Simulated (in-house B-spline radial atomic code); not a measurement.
The numbers below are computed, except where a source is named.
# Making a Troullier-Martins s channel for Si, r_c = 2.27 bohr

Si, [Ne] 3s2 3p2, non-relativistic PBE, spherical and spin-unpolarised, from a B-spline radial code for spherical atoms (atomic units). The all-electron 3s level is ε = -0.395730 hartree, its outermost node lies just inside 0.73 bohr and its outer maximum at 1.80 bohr.

Inside r_c the pseudo-orbital is u(r) = r^1 exp(p(r)), with p = c0 + c2 r² + c4 r⁴ + … + c12 r¹². The seven coefficients follow from p and its first four derivatives at r_c, from zero curvature of the screened potential at the origin, c4 = −c2²/(2l + 5), and from the norm inside r_c. At r_c the all-electron orbital has P = 0.6694701, P' = -0.2419238, the screened potential V = -0.5888869, V' = 0.5464013, V'' = -0.6602794, and the norm inside is Q = 0.6059937.

(1) What are p, p' and p'' at r_c?

For a trial c2 the five matching conditions are linear in c0, c6, c8, c10 and c12, and c2 is varied until the norm inside r_c equals Q. The root nearest zero gives:

```json
{"n": "0", "c_n": "-1.042694"}
{"n": "2", "c_n": "0.2453474"}
{"n": "4", "c_n": "-0.01203907"}
{"n": "6", "c_n": "-0.04293798"}
{"n": "8", "c_n": "0.01247476"}
{"n": "10", "c_n": "-0.001422579"}
{"n": "12", "c_n": "6.009519e-05"}
```

(2) Check c4 and p(r_c), and find the screened pseudopotential at the origin.

Orbitals and screened potentials:

```csv
r (bohr),P,u,V all-electron,V pseudo
0.227,-0.1876,0.08103,-35.3,0.3379
0.568,-0.2064,0.2162,-7.98,0.2548
0.908,0.251,0.3814,-3.366,-0.1109
1.249,0.5763,0.5665,-1.774,-0.7507
1.589,0.7185,0.7037,-1.181,-1.145
1.93,0.7306,0.7294,-0.8198,-0.911
2.27,0.6695,0.6695,-0.5889,-0.5889
```

Logarithmic derivatives P'/P at R = 2.57 bohr, for energies E around ε:

```json
{"E − ε (hartree)": "-0.5", "all-electron": "0.682483", "pseudo": "0.676904"}
{"E − ε (hartree)": "-0.25", "all-electron": "0.250778", "pseudo": "0.24772"}
{"E − ε (hartree)": "-0.1", "all-electron": "-0.131808", "pseudo": "-0.132671"}
{"E − ε (hartree)": "0", "all-electron": "-0.48918", "pseudo": "-0.489159"}
{"E − ε (hartree)": "0.1", "all-electron": "-1.00033", "pseudo": "-1.00275"}
{"E − ε (hartree)": "0.25", "all-electron": "-2.4689", "pseudo": "-2.51609"}
{"E − ε (hartree)": "0.5", "all-electron": "105.141", "pseudo": "35.8144"}
```

(3) With P(R) = 0.5885503 and a norm of 0.7252845 inside R, what slope in energy does norm conservation fix?

Results:

(1) p = ln(P/r_c^1) = ln(0.6694701/2.27) = -1.22105. p' = P'/P − 1/r_c = -0.36137 − 0.44053 = -0.80189. The radial equation gives p'' = 2(V − ε) − 2(1) p'/r_c − p'² = -0.38631 − (-0.70652) − 0.64304 = -0.32283. Differentiating, p''' = 2V' + 2(1)p'/r_c² − 2(1)p''/r_c − 2p'p'' = 0.54824, and p'''' = 2V'' − 4(1)p'/r_c³ + 4(1)p''/r_c² − 2(1)p'''/r_c − 2p''² − 2p'p''' = -1.1092.

(2) −c2²/5 = -0.0120391, as listed. The terms c_n r_c^n are -1.04269, 1.26425, -0.31967, -5.87485, 8.79506, -5.16815, 1.12499, which sum to -1.22105. Inverting the radial equation, V_l(r) = ε + 1 p'/r + (p'' + p'²)/2, so V_l(0) = ε + (2l + 3) c2 = -0.39573 + 3 × (0.245347) = 0.3403 hartree, finite where the all-electron potential diverges.

(3) d(P'/P)/dE = −2 × (norm inside R)/P(R)² = -4.1877 per hartree·bohr at E = ε, for both atoms, since orbital and norm agree at R. Differences over ±0.1 hartree give -4.3426 (all-electron) and -4.3504 (pseudo), which also hold third-order terms. Half a hartree below ε the two curves differ by -0.0056.
